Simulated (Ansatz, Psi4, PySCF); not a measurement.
H$_{12}$FeO$_{6}$, charge +2, quintet (typed; the unrestricted solution is spin-contaminated), geometry from GFN2-xTB (such geometries of metal compounds can be far from the true shape). Base run: B3LYP5/STO-3G (PySCF).

Geometry (Å):
```xyz
19

Fe     0.0000     0.0000     0.0000
O     -0.7987     1.9212    -1.0903
H     -1.6043     1.9995    -1.6121
H     -0.3876     2.7920    -1.1069
O      1.8589     1.2108     0.7719
H      1.9275     1.7064     1.5949
H      2.7086     1.3134     0.3302
O      1.1933    -0.6004    -1.9321
H      1.7494    -1.3774    -2.0525
H      1.2267    -0.1199    -2.7661
O     -1.1933     0.6004     1.9321
H     -1.7494     1.3774     2.0525
H     -1.2267     0.1199     2.7661
O     -1.8589    -1.2108    -0.7719
H     -1.9275    -1.7064    -1.5949
H     -2.7086    -1.3134    -0.3302
O      0.7987    -1.9212     1.0903
H      0.3876    -2.7920     1.1069
H      1.6043    -1.9995     1.6121
```
Charge +2, spin multiplicity 5.
Orbitals are unrestricted.
All else is at PySCF's defaults.

The same geometry, method and basis name were run in Ansatz (an electronic-structure program) and Psi4 and PySCF, at each program's defaults and at the settings that a row names. The base is PySCF at its defaults. Differences at the defaults can come from grids, fitting, cores and function types together.

```csv
code and settings,ΔE vs base (mEh),basis functions,E (Eh),SCF cycles
"PySCF, defaults (exact integrals, its default grid, spherical functions)",0.000,60,-1701.47405,38
"Psi4, defaults (density fitting with its default set, its default grid, spherical functions)",-3.333,60,-1701.47738,23
"Ansatz, defaults (factorised integrals, its default grid, spherical functions)",0.024,60,-1701.47403,-
"PySCF, density fitting with def2-universal-jkfit",-3.308,60,-1701.47736,37
"PySCF, fine grid",0.001,60,-1701.47405,25
"Psi4, exact integrals, spherical functions, fine grid",0.001,60,-1701.47405,22
"Ansatz, high accuracy",0.000,60,-1701.47405,-
```

Open shells are given as the SCF converged; they aren't shown to be the lowest states, and a large step between rows can be another state.
